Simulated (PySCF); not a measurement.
# Pb⁴⁵⁺: fine-structure interval

Pb⁴⁵⁺ [Kr] 4d1 [4d3/2^1, M_J = 3/2] → Pb⁴⁵⁺ [Kr] 4d1 [4d5/2^1, M_J = 5/2], as a difference of total energies. All numbers are calculated (PySCF 2.14, the two-component X2C-1e Hamiltonian, in an uncontracted even-tempered set (16 s from 6 bohr⁻², ratio 2.8; 14 p from 7.8 bohr⁻², ratio 2.8; 9 d from 7.8 bohr⁻², ratio 2.8; 3 f from 28 bohr⁻², ratio 3)). Correlated levels: [Ar] 3d10 frozen; the 94 highest virtual spinors dropped. "Screened" scales the spin-orbit matrix elements by Boettger's factors to mimic the two-electron term; Breit and QED terms are absent.

| method | fine-structure interval (cm⁻¹) |
| --- | --- |
| GHF (screened spin-orbit) | 279340 |
| GMP2 (screened spin-orbit) | 280080 |
| GHF (bare spin-orbit) | 318560 |
